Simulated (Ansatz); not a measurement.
Consider the substitution at a C–F bond: `FC(Cl)(Cl)Br` + HCl → `ClC(Cl)(Cl)Br` + H–F.

Computed with Ansatz on PBE0-D4/def2-TZVP structures; ΔE is electronic, products minus reactants. CCSD(T)/CBS adds triple-zeta CCSD(T) − MP2 to the extrapolated MP2 energy (def2 sets, frozen cores). This one scheme is used for every species. DFT in def2-TZVPP. For Br outer-core shells are correlated without core-valence functions, which leaves a few kJ/mol of doubt a bond. Scalar relativity is left out up to krypton.

```json
{"level": "r2SCAN0", "ΔE (eV)": "0.27"}
{"level": "HF/def2-SVP", "ΔE (eV)": "0.56"}
```

Question: What does CCSD(T)/CBS give? (An estimate is asked.)

Answer: Ansatz gave: +0.06 eV. The listed levels differ from it by 0.21, 0.50 eV.

Largest T1 diagnostic among the species: 0.010.

At CCSD(T), def2-SVP lies +0.32 eV from the extrapolated value and def2-TZVPP +0.10 eV. Leaving LDA and LC-ωPBE aside and taking each functional with its dispersion term where it has one, the values, not all of them listed here, spread over 0.19 eV, from revPBE-D4 to B97M-V.
